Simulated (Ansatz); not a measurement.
Relaxation of Cl₃FH₃O₂Ta (10 atoms, charge 0, multiplicity 1), to a largest force component of 0.03 eV/Å in at most 50 steps.

Computed with RKS PBE0-D4/def2-SVP (Ansatz).

```xyz
10
Properties=species:S:1:pos:R:3:forces:R:3
Ta -0.465 -0.583 -0.203 0.65 -0.39 -0.12
O 2.703 -0.075 -0.149 -0.50 -0.76 -0.28
H 2.856 -0.221 0.792 0.00 0.00 0.00
O 0.191 -0.654 1.568 0.02 0.02 0.03
H 0.069 0.036 2.232 0.02 0.00 0.04
Cl 0.009 0.276 -2.296 0.02 -0.01 -0.01
Cl -1.349 1.505 0.386 0.01 0.00 -0.01
Cl -2.407 -1.750 -0.292 0.00 0.02 -0.02
F 0.730 -2.032 -0.568 -0.41 0.36 0.08
H 2.578 -0.989 -0.491 0.18 0.77 0.28
```

Problem. Where does it end, and by what steps?

Solution. The forces met the threshold. The force dipped under the threshold on the way, but the program's further checks kept it going. After 49 steps the energy has fallen by 0.685 eV; H10 moved furthest, 1.81 Å. Joined: Ta1–O2 (3.21 → 2.32 Å).

```tsv
step	energy less start (eV)	largest force component (eV/Å)	accepted
0	0.0000	0.771	yes
2	-0.2479	1.636	yes
4	-0.5087	0.615	yes
6	-0.5902	0.643	yes
8	-0.6244	0.727	yes
10	-0.6404	0.609	yes
12	-0.6560	0.112	yes
14	-0.6610	0.236	yes
16	-0.6673	0.152	yes
18	-0.6687	0.075	yes
20	-0.6709	0.411	no
22	-0.6739	0.217	yes
24	-0.6757	0.099	yes
26	-0.6773	0.035	yes
28	-0.6761	0.150	no
30	-0.6772	0.232	no
32	-0.6786	0.132	yes
34	-0.6794	0.118	yes
36	-0.6806	0.090	yes
38	-0.6737	0.713	no
40	-0.6816	0.153	no
42	-0.6835	0.091	yes
44	-0.6842	0.091	yes
46	-0.6850	0.054	yes
48	-0.6852	0.035	yes
49	-0.6853	0.012	yes
```

```xyz
10
Properties=species:S:1:pos:R:3
Ta -0.186 -0.722 -0.075
O 2.041 -0.117 0.119
H 2.608 -0.734 -0.366
O -0.178 -0.698 1.790
H 0.046 -0.339 2.652
Cl 0.319 -0.539 -2.385
Cl -0.342 1.641 -0.048
Cl -2.350 -1.393 -0.362
F 0.760 -2.354 -0.101
H 2.197 0.766 -0.246
```

Whether the end is a true minimum wasn't checked by a vibrational analysis.

The run took 3.6 min on 4 threads of Arm Neoverse V1, with other jobs on the host, peak memory 0.48 GiB.
